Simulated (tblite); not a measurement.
Calculated harmonic vibrations of the isolated species, GFN2-xTB (tblite), most abundant isotopes, no scaling. Against measured fundamentals such values can be off by several per cent, at times by over 20. Modes of hydrogen on silicon can be 10 to 20 % off. One conformer each. Open shells enter through the occupations alone, without spin polarisation, and single modes of such species can be off by tens of per cent. Thermal functions are those of the rigid rotor and harmonic oscillator, without mixing of conformers.

Question: Order these by their ideal-gas entropy at 200 K and 1 bar, highest first (cal/(mol K)).
A. `o1c2c(cccc2)cc(C#C)c1=S`
B. `[CH+]=[C]C(=O)/C=C\F` [radical]
C. `C[C]1CN[Si@H](F)N1` [radical]
D. `[O-][CH]c1c2ccc-2c1[SiH3]` [radical]
E. `C([SiH]CC#N)#C` [radical]

Answer: A (87.9), D (86.8), C (81.0), E (78.8), B (76.5).

| SMILES | atoms | mass (u) | symmetry number | modes under 300 cm⁻¹ | ZPE (kcal/mol) | S translation (cal/(mol K)) | S rotation | S vibration | S spin | S | Cp |
| --- | --- | --- | --- | --- | --- | --- | --- | --- | --- | --- | --- |
| C#Cc1cc2ccccc2oc1=S | 19 | 186.01 | 1 | 6 | 81.1 | 39.6 | 30.2 | 18.1 | 0.0 | 87.9 | 31.2 |
| [O-][CH]c1c2ccc-2c1[SiH3] | 15 | 134.02 | 1 | 7 | 57.0 | 38.6 | 28.4 | 18.4 | 1.4 | 86.8 | 27.8 |
| C[C]1CN[Si@H](F)N1 | 15 | 119.04 | 1 | 6 | 70.3 | 38.3 | 26.8 | 14.6 | 1.4 | 81.0 | 25.3 |
| C#C[SiH]CC#N | 10 | 94.01 | 1 | 5 | 38.4 | 37.6 | 26.4 | 13.5 | 1.4 | 78.8 | 22.2 |
| [CH+]=[C]C(=O)/C=C\F | 10 | 98.02 | 1 | 4 | 37.0 | 37.7 | 26.1 | 11.4 | 1.4 | 76.5 | 20.9 |

Entropies and Cp are for 200 K and 1 bar.
